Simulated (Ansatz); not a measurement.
Relaxation of Cl$_{3}$HSn (5 atoms, charge 0, multiplicity 1), to a largest force component of 0.02 eV/Å in at most 40 steps.

These are results of RKS PBE/def2-SVP in Ansatz 0.2.0, not measurements.

```xyz
5
Properties=species:S:1:pos:R:3:forces:R:3
Sn 0.000 0.000 0.000 0.02 0.00 -0.28
H 0.000 0.000 1.740 0.00 0.00 -0.24
Cl 2.273 0.000 -0.802 -0.72 0.00 0.18
Cl -1.135 1.967 -0.802 0.35 -0.60 0.17
Cl -1.135 -1.967 -0.802 0.35 0.60 0.17
```

Question: Where does it end, and by what steps?

Answer: The run converged. After 2 steps the energy has fallen by 0.074 eV; Cl3 moved furthest, 0.08 Å.

```
step  energy less start (eV)  largest force component (eV/Å)  accepted
   0                  0.0000                           0.716       yes
   1                 -0.0600                           0.353       yes
   2                 -0.0736                           0.012       yes
```

```xyz
5
Properties=species:S:1:pos:R:3
Sn 0.000 0.000 0.033
H 0.000 0.000 1.751
Cl 2.194 0.000 -0.816
Cl -1.096 1.899 -0.817
Cl -1.096 -1.899 -0.817
```

Whether the end is a true minimum wasn't checked by a vibrational analysis.

Run time: 4.4 s on 2 threads of Arm Neoverse V2, with other jobs on the host, peak memory 0.12 GiB.
